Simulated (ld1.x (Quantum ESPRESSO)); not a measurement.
## Which change was made? (Sn, ultrasoft)

```
Element                 : tin
Generator               : ld1.x (Quantum ESPRESSO) 7.5
Type                    : ultrasoft
Functional              : LDA (PZ)
Relativity              : scalar-relativistic
Frozen core             : [Kr]
Valence charge          : 14
Reference configuration : 4d10 5s1.75 5p2.25
Partial waves           : 5s (bound): rcut 1.70, rcutus 1.90 bohr; 5s channel at 0.5 Ry: rcut 1.70, rcutus 1.90 bohr; 5p (bound): rcut 1.90, rcutus 2.50 bohr; 5p channel at 0.15 Ry: rcut 1.90, rcutus 2.50 bohr; 4d (bound): rcut 1.20, rcutus 1.30 bohr; 4d channel at -1.05 Ry: rcut 1.20, rcutus 1.30 bohr
Local potential         : all-electron potential smoothed inside 1.90 bohr (lloc = -1)
Core correction         : none
Augmentation charge     : PSQ, radius 1.25 bohr
```

Cutoffs, loose and tight: the cutoffs (Ry, on a coarse ladder) from which the occupation-weighted sum of valence levels, in a spherical-Bessel basis at the reference potential, stays within 10 and 1 mRy of its value at 400 Ry. They do not see the model core or the augmentation charge, which bear on the density cutoff. Test errors are all-electron minus pseudo excitation energies from the reference, over the configurations 4d10 5s2 5p2; 4d10 5s2 5p1; 4d10 5s2 5p0; 4d10 5s1 5p2; 4d10 5s2 5p2.3; 4d10 5s2 5p1.5; 4d9 5s2 5p3 (two spin-polarised tests are not counted in the largest error); variants that change the core or the reference have their own tests. The largest error is taken over the tests solved by every variant that gives reliable tests at all, those not shown here included: 4d10 5s1 5p2; 4d10 5s2 5p0; 4d10 5s2 5p1; 4d10 5s2 5p1.5; 4d10 5s2 5p2; 4d10 5s2 5p2.3.

The base gives: outcome: generated; cutoff, loose: 90 Ry; cutoff, tight: 140 Ry; bound ghosts: none; largest test error (meV): -1.7.

(1) After one change the result is: outcome: generated; cutoff, loose: 90 Ry; cutoff, tight: 140 Ry; bound ghosts: s; largest test error (meV): -1.7. Which change was it?
A. local potential all-electron potential smoothed inside 1.12 bohr (lloc = -1)
B. local potential all-electron potential smoothed inside 2.64 bohr (lloc = -1)
C. local potential all-electron potential smoothed inside 1.68 bohr (lloc = -1)

Answers

(1) C. The others give: local potential all-electron potential smoothed inside 2.64 bohr (lloc = -1) → outcome: generated; cutoff, loose: 90 Ry; cutoff, tight: 140 Ry; bound ghosts: s; largest test error (meV): -1.7 | local potential all-electron potential smoothed inside 1.12 bohr (lloc = -1) → outcome: generated; cutoff, loose: 90 Ry; cutoff, tight: 140 Ry; bound ghosts: s, p; largest test error (meV): -1.7.
